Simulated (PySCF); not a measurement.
A side-by-side comparison of computed properties.

First species: C₆H₇F₃GaN.
SMILES: `FC(F)(F)c1cc[n+]([GaH3-])cc1`

Second species: C7H14AlNS.
Numbering: `[CH3:1][N+:2]([CH3:3])([CH3:4])[AlH2-:5][c:6]1[cH:7][cH:8][cH:9][s:10]1` (hydrogens: H11, H12, H13 on C1; H14, H15, H16 on C3; H17, H18, H19 on C4; H20, H21 on Al5; H22 on C7; H23 on C8; H24 on C9)

Levels: B3LYP/def2-SVPD for dipole moment, HOMO energy, LUMO energy, HOMO–LUMO gap, static isotropic polarisability and electronic spatial extent ⟨r²⟩ about the centre of nuclear charge; TDDFT B3LYP/def2-SVPD for lowest singlet excitation; TDA B3LYP/def2-SVPD for lowest triplet excitation (Tamm–Dancoff); PBE0-D3(BJ)/def2-SVP for rotational constant A and rotational constant C. Geometries: PBE0-D3(BJ)/def2-SVP. All species are isolated and taken at one optimised geometry, non-relativistic unless stated. Electronic properties by PySCF.

Dipoles, sizes and rotational constants follow the conformer. The torsions of the flexible species, by atom-mapped SMILES:
- `[F:1][C:2]([F:3])([F:4])[c:5]1[cH:6][cH:7][n+:8]([GaH3-:9])[cH:10][cH:11]1`: F1–C2–C5–C6 -150°
- `[CH3:1][N+:2]([CH3:3])([CH3:4])[AlH2-:5][c:6]1[cH:7][cH:8][cH:9][s:10]1`: C1–N2–Al5–C6 61°, N2–Al5–C6–C7 1°

Values for the first species:

```
Dipole moment                                                     : 3.99 D
HOMO energy                                                       : -7.25 eV
LUMO energy                                                       : -2.83 eV
HOMO–LUMO gap                                                     : 4.42 eV
Lowest singlet excitation                                         : 3.76 eV
Lowest triplet excitation (Tamm–Dancoff)                          : 3.56 eV
Static isotropic polarisability                                   : 114.2 au
Electronic spatial extent ⟨r²⟩ about the centre of nuclear charge : 3487 bohr²
Rotational constant A                                             : 2.804 GHz
Rotational constant C                                             : 0.273 GHz
```

Question: Estimate the same properties for the second species, and the change in each.

Answer: 
```json
{"property": "dipole moment", "first": "3.99 D", "second": "5.64 D", "second less first": "+1.65 D"}
{"property": "HOMO energy", "first": "-7.25 eV", "second": "-6.11 eV", "second less first": "+1.14 eV"}
{"property": "LUMO energy", "first": "-2.83 eV", "second": "-0.33 eV", "second less first": "+2.50 eV"}
{"property": "HOMO–LUMO gap", "first": "4.42 eV", "second": "5.78 eV", "second less first": "+1.36 eV"}
{"property": "lowest singlet excitation", "first": "3.76 eV", "second": "5.33 eV", "second less first": "+1.57 eV"}
{"property": "lowest triplet excitation (Tamm–Dancoff)", "first": "3.56 eV", "second": "3.70 eV", "second less first": "+0.14 eV"}
{"property": "static isotropic polarisability", "first": "114.2 au", "second": "139.5 au", "second less first": "+25.3 au"}
{"property": "electronic spatial extent ⟨r²⟩ about the centre of nuclear charge", "first": "3487 bohr²", "second": "2485 bohr²", "second less first": "-1002 bohr²"}
{"property": "rotational constant A", "first": "2.804 GHz", "second": "2.136 GHz", "second less first": "-0.668 GHz"}
{"property": "rotational constant C", "first": "0.273 GHz", "second": "0.467 GHz", "second less first": "+0.194 GHz"}
```

On the first: No computed singlet falls in the visible range (750 to 380 nm, 1.65 to 3.26 eV); S1 lies 0.50 eV above its blue end. The dipole equals about 13.3 × 10⁻³⁰ C·m (1 D = 3.33564 × 10⁻³⁰ C·m). Relativistic effects, spin–orbit coupling among them, are left out although an element past zinc is present.

On the second: The vertical singlet–triplet gap S1 − T1 is 1.63 eV (TDDFT singlet less Tamm–Dancoff triplet; S1: HOMO→LUMO+1, weight 0.91; T1: HOMO→LUMO, weight 0.94). In atomic units the dipole is 2.22 e·bohr (1 au = 2.5417 D).
